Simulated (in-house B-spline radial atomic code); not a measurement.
How numerical settings move a run on the molybdenum ion Mo³⁺, [Kr] 4d3. Computed with a B-spline radial code for spherical atoms: non-relativistic revTPSS, spherical fractional occupations, point nucleus.

Command:
```bash
python run_scf.py task.json out
```
Settings of the sound reference run:
```
Z                42
electrons        39
configuration    [Kr] 4d3
hamiltonian      nr
method           revtpss,revtpss
spin_polarised   False
knot_spacing     0.22
spline_order     8
gauss_points     12
box_radius       16.22
max_iterations   70
damping          0.5
damped_steps     3
diis_vectors     10
tolerance        1e-08
start            Thomas-Fermi
```

Run time, properties included: 0.29 s on 1 thread of Arm Neoverse N1, with other jobs on the host.

It converges in 9 iterations to -3974.658399 hartree, with 4d at -33.0883 eV. The other runs change the listed settings, some to values that make no sense; their results aren't properties of the atom or ion. Radii are in bohr (the nuclear one in fm), a minus after a letter asks for a j subshell, and «unchanged» means within 1e-8 hartree. The run stops when the residual is below 10 × tolerance × max(1, Z/10), or a noise floor if that is larger, and the energy moves by less than 1e-8 × √|E| hartree; so very loose and very tight tolerances often act alike.

```tsv
changed settings	outcome
diis_vectors = 1	converged in 20 iterations, energy unchanged, 4d level -1.3e-05 eV
knot_spacing = 1.4, max_iterations = 100, diis_vectors = 0, tolerance = 1e-06, start = bare nucleus	converged in 7 iterations, energy +2.02e+02 hartree from the reference, 4d level -9.3e+00 eV (the program warns: 4d reaches the box edge; 1s reaches the box edge)
electrons = 42, configuration = [Kr] 4d3 5s3, max_iterations = 50	stopped with error: shell 5s holds at most 2 electrons
knot_spacing = 0.55	converged in 8 iterations, energy +1.11e-01 hartree from the reference, 4d level -2.8e-03 eV
first_knot = 0.0238	converged in 8 iterations, energy -2.04e-05 hartree from the reference, 4d level -7.1e-05 eV
hamiltonian = dirac, nucleus = fermi, rms_radius = 4.4091, mass_number = 98, atomic_mass = 97.9054, speed_of_light = 137.036	stopped with error: meta-GGAs are not served with the Dirac Hamiltonian
knot_spacing = 0.3	converged in 9 iterations, energy +1.25e-04 hartree from the reference, 4d level -1.4e-03 eV
box_radius = 3.24, max_iterations = 3	not converged after 3 iterations, last residual 8.2e-04, last energy +1.79e-01 hartree from the reference
electrons = 47, configuration = [Kr] 4d11, max_iterations = 75	stopped with error: shell 4d holds at most 10 electrons
diis_vectors = 0	converged in 14 iterations, energy unchanged
max_iterations = 3, damping = 0.2, damped_steps = 8	not converged after 3 iterations, last residual 7.6e-04, last energy +7.93e-06 hartree from the reference
knot_spacing = 0.75	converged in 8 iterations, energy +3.28e+00 hartree from the reference, 4d level -3.1e-01 eV (the program warns: 3s reaches the box edge; 3p reaches the box edge)
knot_spacing = 0.15	converged in 8 iterations, energy -4.29e-05 hartree from the reference, 4d level +6.4e-05 eV
first_knot = 0.000238	converged in 7 iterations, energy -1.46e-05 hartree from the reference, 4d level -3.5e-07 eV
first_knot = 2.38e-06	converged in 5 iterations, energy -8.61e-06 hartree from the reference, 4d level -4.2e-04 eV
knot_spacing = 1	converged in 8 iterations, energy +1.18e+01 hartree from the reference, 4d level -9.7e-01 eV (the program warns: 3s reaches the box edge; 3p reaches the box edge)
diis_vectors = 2	converged in 9 iterations, energy unchanged, 4d level +6.5e-06 eV
knot_spacing = 1.4	converged in 8 iterations, energy +2.02e+02 hartree from the reference, 4d level -9.3e+00 eV (the program warns: 4d reaches the box edge; 1s reaches the box edge)
```

Question: What happens with first_knot = 0.0714?

Answer: Converged in 8 iterations, energy +3.86e-03 hartree from the reference, 4d level -6.7e-05 eV.

Question: What happens with first_knot = 0.00714?

Answer: Converged in 9 iterations, energy -9.55e-06 hartree from the reference, 4d level +1.1e-04 eV.

Question: What happens with knot_spacing = 2?

Answer: Converged in 8 iterations, energy +2.76e+02 hartree from the reference, 4d level -1.1e+01 eV (the program warns: 1s reaches the box edge; 2s reaches the box edge).

Question: What happens with max_iterations = 100, damped_steps = 0, tolerance = 0.0001?

Answer: Converged in 5 iterations, energy +1.45e-08 hartree from the reference, 4d level +1.2e-03 eV.
